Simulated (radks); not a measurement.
Problem. These are the eigenvalues of the occupied orbitals of an atom or ion with whole-number occupations (hartree). All-electron calculation, non-relativistic Kohn-Sham, LDA (Slater exchange, Perdew-Wang correlation), spin-polarised, spherical densities, point nucleus. Program: a radial shooting solver on a logarithmic mesh with Libxc functionals.

| orbital | eigenvalue |
|---|---|
| 1s up | -16.39555 |
| 1s down | -16.31119 |
| 2s up | -2.54319 |
| 2p up | -2.14904 |

Which element is it, and in what charge state? The configuration may be excited. Open shells, if any, are filled with parallel spins first.

Solution. Z = 7, nitrogen, charge +3: N3+ in [He] 2s1 2p1. The list shows which subshells hold electrons but not how many an open one holds; the 1s level, -16.396 hartree, gives Z - s = 5.7 by -(Z - s)^2/2, which with screening narrows Z to a few neighbours, and the depths of the outer levels then fix element, charge and occupations together.
